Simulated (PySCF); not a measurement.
Cr (chromium, neutral) across methods

[Ar] 3d6, high-spin 5D determinant (an excited configuration). Calculation: PySCF 2.14, in x2c-TZVPPall (6s5p4d2f1g, 64 functions); scalar relativity by spin-free X2C-1e.

| method | E (hartree) | mean ε 3p β (eV) | mean ε 3d α (eV) | mean ε 3d β (eV) | Σ⟨r²⟩ (bohr²) | ⟨S²⟩ |
| --- | --- | --- | --- | --- | --- | --- |
| CAM-B3LYP | -1050.657 | -44.749 | -4.840 | -1.728 | 37.06 | 6.089 |
| PBE | -1050.391 | -40.975 | -2.250 | -0.079 | 38.66 | 6.066 |
| PBE0 | -1050.392 | -43.598 | -3.860 | -0.526 | 38.72 | 6.156 |
| M06 | -1050.558 | -43.852 | -3.884 | -0.504 | 38.75 | 6.208 |
| PW91 | -1050.690 | -41.001 | -2.258 | -0.095 | 38.32 | 6.058 |
| LDA | -1048.306 | -41.003 | -2.373 | -0.053 | 38.05 | 6.057 |

(1) Estimate the same row for r2SCAN.

⟨S²⟩ = 6.09 against 6.00 shows spin contamination.

## Answers

(1) E (hartree) = -1050.571; mean ε 3p β (eV) = -41.754; mean ε 3d α (eV) = -2.589; mean ε 3d β (eV) = -0.010; Σ⟨r²⟩ (bohr²) = 39.68; ⟨S²⟩ = 6.161.
